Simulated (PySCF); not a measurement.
Cl2H3InSi, SMILES [Cl][In]([Cl])[SiH3].

Geometry: B3LYP-D3(BJ)/def2-SVP. The structure was generated by enumeration; whether it is a known compound was not checked. The def2 effective core potentials stand for the cores of In; spin–orbit coupling is left out.

Method: TDDFT-LC-ωPBE/def2-SVPD in PySCF 2.14.0.

Vertical excitations. Isolated molecule, no solvent.

```
state  energy (eV)  λ (nm)      f                                                                main pairs
-----  -----------  ------  -----  ------------------------------------------------------------------------
S1            5.51     225  0.022                                                            HOMO→LUMO 96 %
S2            6.19     200  0.451                                                          HOMO→LUMO+1 83 %
S3            6.33     196  0.013                                      HOMO−1→LUMO+1 67 %, HOMO−1→LUMO 12 %
S4            6.34     195  0.001                                                          HOMO−1→LUMO 82 %
S5            6.44     193  0.000                                                        HOMO−2→LUMO+1 84 %
S6            6.66     186  0.003                                                          HOMO−2→LUMO 78 %
S7            6.77     183  0.035                                                        HOMO−3→LUMO+1 79 %
S8            6.97     178  0.014                    HOMO−3→LUMO 42 %, HOMO−4→LUMO+1 32 %, HOMO−4→LUMO 14 %
S9            6.99     177  0.016                                                          HOMO−4→LUMO 76 %
S10           7.24     171  0.419  HOMO−3→LUMO 42 %, HOMO−4→LUMO+1 33 %, HOMO→LUMO+1 9 %, HOMO−1→LUMO+2 6 %
T1            4.73     262      0                                                            HOMO→LUMO 88 %
T2            4.95     251      0                                                          HOMO→LUMO+1 86 %
T3            5.87     211      0                                                        HOMO−1→LUMO+1 80 %
T4            6.03     205      0                                                        HOMO−2→LUMO+1 74 %
```
Triplets are in the Tamm–Dancoff approximation, which puts them higher than full response would, so one can lie above its singlet here.
